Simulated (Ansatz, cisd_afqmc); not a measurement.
Species: AsH, charge 0, triplet. AsH (SMILES [AsH], triplet).
B3LYP-D3(BJ)/def2-TZVP minimum from Ansatz (a first-principles code):
```xyz
2

As     0.0000     0.0000    -0.0452
H      0.0000     0.0000     1.4904
```
Charge 0, spin multiplicity 3.

Total energies in cc-pVDZ, 6 correlated electrons, 14 frozen orbitals. Open shells are spin-unrestricted; no spin-orbit coupling. Cores are frozen in correlated methods (noble-gas shells, and filled d and f shells in the p block). No relativity. AFQMC/CISD: phaseless, guided by CISD from CCSD amplitudes; bars are statistical, one sigma. Outlying blocks are dropped, and bars are widened where a walk drifts. Over all cases where full CI ran beside it in this data, AFQMC minus full CI had a median of +0.1 mEh and passed +0.4 mEh in a tenth of the cases.

```
method         program          energy (Eh)  minus CCSDTQ (mEh)
----------  ----------  -------------------  ------------------
HF              Ansatz          -2234.73428               96.52
MP2             Ansatz          -2234.80838               22.42
CCSD            Ansatz          -2234.82866                2.14
CCSD(T)         Ansatz          -2234.83031                0.48
CCSDT(Q)        Ansatz          -2234.83078                0.01
CCSDTQ          Ansatz          -2234.83080                0.00
AFQMC/CISD  cisd_afqmc  -2234.8308 ± 0.0001           0.0 ± 0.1
```
